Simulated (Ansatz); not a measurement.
**CH4GaS: structure from calculated spectroscopic constants**

These gas-phase data were calculated for one isomer of CH4GaS at PBE0-D3(BJ)/def2-SVP (harmonic, unscaled wavenumbers; equilibrium rotational constants with average atomic masses):

```
rotational constants            : 14.04, 3.071, 2.561 GHz
all wavenumbers above 1500 cm⁻¹ : 3193, 3165, 3053, 2692
dipole moment                   : 2.05 D (PBE0/def2-TZVPD)
```

Candidates:

(1) `[CH3][Ga][SH]`, a doublet
(2) `C[S][GaH]`, a doublet

Q: Which structure fits?

A: Candidate (1). The band at 2692 cm⁻¹ lies where the S–H stretch is expected; (2) has no mode between 2500 and 2800 cm⁻¹.

The same quantities for all candidates:

```
     rotational constants (GHz)  wavenumbers above 1500 cm⁻¹  dipole (D)  E above the lowest, PBE0-D3(BJ)/def2-SVP (kcal/mol)
(1)         14.04, 3.071, 2.561       3193, 3165, 3053, 2692        2.05                                                  0.0
(2)         15.23, 2.832, 2.425       3184, 3177, 3063, 1795        1.26                                                 12.4
```

Harmonic stretches to hydrogen usually lie a few per cent above observed fundamentals. Each candidate is one conformer. Open shells are spin-unrestricted. Programs: Ansatz 0.2.0.
